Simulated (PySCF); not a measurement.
Electron correlation in Tb (terbium, neutral)

[Xe] 4f8 5d1 6s2, one real determinant (an excited configuration). Calculation: PySCF 2.14, in cc-pVDZ-X2C; scalar relativity by spin-free X2C-1e. Frozen: [Kr] 4d10; 19 electrons correlated.

| level | correlation energy (mhartree) |
| --- | --- |
| CCSD | -513.93 |
| (T) | -18.27 |
| CCSD(T) | -532.20 |

Diagnostics: T1 = 0.019, D1 = 0.0858, largest double amplitude 0.088.

The real determinant used has ⟨L²⟩ near 18 against 30 for a pure H term, so it mixes terms. Spin-orbit coupling, absent here, splits the open shell strongly.

Cost of the coupled-cluster step: about 50 core-seconds, for 19 correlated electrons.

The reference is one real determinant that mixes LS terms of this configuration.
